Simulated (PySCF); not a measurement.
Polarisability and C₆ of Fe⁺ (iron, charge +1)

[Ar] 3d6 4s1, high-spin 6D determinant. All numbers are calculated (PySCF 2.14, the spin-free X2C one-electron Hamiltonian (Gaussian nucleus), in aug-cc-pVTZ-DK (8s7p5d3f2g, 93 functions)). Coupled (time-dependent) response in atomic units; α is the mean over directions.

```json
{"method": "UHF", "mean α (bohr³)": "34.63", "α xx, yy, zz": "33.39, 33.39, 37.10", "C₆ (like pair)": "180.2", "S(−4)": "1122"}
{"method": "PBE0", "mean α (bohr³)": "26.40", "α xx, yy, zz": "25.90, 25.90, 27.40", "C₆ (like pair)": "131.9", "S(−4)": "574.1"}
```

S(−4) is the Cauchy moment in α(ω) = α(0) + S(−4) ω² + …

α(iu) at UHF:

```json
{"u (hartree)": "0", "α(iu) (bohr³)": "34.63"}
{"u (hartree)": "0.0500", "α(iu) (bohr³)": "32.06"}
{"u (hartree)": "0.100", "α(iu) (bohr³)": "26.40"}
{"u (hartree)": "0.200", "α(iu) (bohr³)": "16.25"}
{"u (hartree)": "0.300", "α(iu) (bohr³)": "10.67"}
{"u (hartree)": "0.500", "α(iu) (bohr³)": "5.938"}
{"u (hartree)": "0.750", "α(iu) (bohr³)": "3.759"}
{"u (hartree)": "1.00", "α(iu) (bohr³)": "2.746"}
{"u (hartree)": "1.50", "α(iu) (bohr³)": "1.761"}
{"u (hartree)": "2.00", "α(iu) (bohr³)": "1.266"}
{"u (hartree)": "3.00", "α(iu) (bohr³)": "0.7642"}
{"u (hartree)": "5.00", "α(iu) (bohr³)": "0.3713"}
```

For an ion, C₆ is the dispersion term alone; charge-induced terms of lower order in 1/R come first.

The components differ because the open shell of this determinant is not spherical; for a pure term their mean is the scalar polarisability.
